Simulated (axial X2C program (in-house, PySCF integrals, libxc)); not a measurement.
**Worked dissociation energy of ZrP⁻: CCSD(T), scalar-relativistic**

Computed with an axial X2C code built on PySCF integrals. Spin-free means the one-electron spin-free X2C Hamiltonian. Basis: Zr dyall-acv3z [12s13p10d6f3g], P dyall-av3z [9s8p3d2f] (cores contracted in-house); Gaussian nuclei, density fitting, unrestricted open shells. Masses: Zr 89.905 u, P 30.974 u.

Molecular state: M_S = 0, Λ = 0 (closed shell).

Correlated methods: 10 electrons correlated (number of frozen shells: Zr 4 s, 3 p, 1 d; P 2 s, 1 p), 328 virtual spin orbitals or spinors in MP2, 90 natural virtuals in coupled cluster.

```
E(Zr) (2M_S = 2, M_L = 2) : -3596.285724 hartree
E(P-) (2M_S = 2, M_L = 0) : -341.665490 hartree
E(ZrP⁻) at Re             : -3938.128452 hartree
ωe                        : 494.5 cm⁻¹
ωexe                      : 1.35 cm⁻¹
```

Question: Work out De and D0.

Answer: De = -3596.285724 + (-341.665490) − (-3938.128452) = 0.17724 hartree = 4.823 eV. The zero-point energy is ωe/2 − ωexe/4 = 247 cm⁻¹ = 0.031 eV, so D0 = 4.792 eV.

The state is a single determinant with fixed occupations, the lowest that a limited PBE0 search found. Closed shells are restricted here (equal orbitals for both partners); the stretched side of such a curve lies too high. Dissociation energies refer to the lowest single-determinant-based atoms at the same level and basis. CCSD and (T) use frozen natural virtuals with an MP2 correction for the truncation; (T) itself is uncorrected, so its De runs slightly low. PBE0 can misorder states that lie within some tenths of an eV, so this need not be the ground state of the molecule. The nearest other spin-free determinant of the search, M_S = 1, Λ = 2, lies 0.45 eV up at the distance of the search. The outer-core s and p shells of the metal are frozen in the correlated rows, which leaves out core–valence correlation; for alkali and alkaline-earth bonds that tends to lengthen them. The T1 diagnostic is large, a sign of multireference character. With the outer-core shells frozen, correlated bond lengths of heavy atoms tend to come out a few hundredths of an ångström too long.

Each atomic determinant is the lowest at this level and need not be a pure term. Totals compare only within one Hamiltonian and basis.
